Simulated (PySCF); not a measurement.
**WH⁺ from Hartree–Fock to correlated methods**

State: ⁵Π (quintet), unpaired electrons σ ↑, π ↑, δ ↑↑. Set-up: H def2-TZVPPD, W def2-TZVPPD with ECP60; scalar-relativistic core potentials (PySCF 2.14). De refers to H + W⁺ (5d4 6s1) in their high-spin ground configurations, without counterpoise correction. The functionals are run spin-unrestricted. A positive dipole points towards W; it is taken about the centre of mass and depends on that origin. Levels whose curve was spin-contaminated or gave no clean fit are not listed.

```
       Level  Re (Å)  ωe (cm⁻¹)  De (eV)  μ (D)  CPU s a point (SCF and correlation, without the integrals)
        ROHF   1.704       2055      n/a   2.41                                                        0.34
    ROHF-MP2   1.673       2121      n/a    n/a                                                        0.65
ROHF-SCS-MP2   1.680       2093      n/a    n/a                                                         n/a
   ROHF-CCSD   1.694       2015      n/a    n/a                                                         n/a
ROHF-CCSD(T)   1.696       1998      n/a    n/a                                                          22
         PBE   1.701       1982      n/a   1.26                                                        0.74
      r²SCAN   1.695       2017      n/a   1.47                                                        0.93
       B3LYP   1.698       2004      n/a   1.47                                                         4.1
        PBE0   1.694       2020      n/a   1.54                                                         1.5
         M06   1.688       2034      n/a   1.62                                                         1.3
       HSE06   1.695       2013      n/a   1.52                                                         1.4
   BHandHLYP   1.695       2030      n/a   1.81                                                        0.79
      M06-2X   1.698       2028      n/a   1.42                                                         1.3
```

Q: What does a quarter of exact exchange do here, going from PBE to PBE0?

A: PBE0 less PBE: -0.7 pm in Re, +1.9 % in ωe. Exact exchange removes part of the self-interaction that spreads semilocal densities, and in most molecules shortens and stiffens the bond and lowers De; so it does here.

Q: What does second-order correlation do here, going from ROHF to ROHF-MP2?

A: ROHF-MP2 less ROHF: -3.1 pm in Re, +3.2 % in ωe. Correlation nearly always deepens the well. The bond shortens, as in weak, metallic or heavy-atom bonds, where dispersion and the correlation of outer-core electrons pull the atoms together.

Q: What does the triples do here, going from ROHF-CCSD to ROHF-CCSD(T)?

A: ROHF-CCSD(T) less ROHF-CCSD: +0.2 pm in Re, -0.8 % in ωe. Correlation nearly always deepens the well. The bond lengthens, as in strong covalent bonds, where excitations into antibonding orbitals dominate.

Correlated steps freeze no core orbitals. De is left out where the level can put another filling of the metal’s s and d shells below the measured ground configuration, by anything from nothing to about 1 eV. These are scalar-relativistic numbers at best; spin–orbit coupling would shift them, the dissociation energy most. Counting both spins, an empty level lies below a filled one in some of these solutions, because spin and occupation are held. The state is the lowest single determinant that the PBE0 search found; with open d or f shells the true ground state can be another one.

The whole job (state search and all levels along the bond) took about 8.9 min on 1 thread of Intel Xeon Platinum 8375C @ 2.90GHz (shared host), peak memory 1.9 GiB.
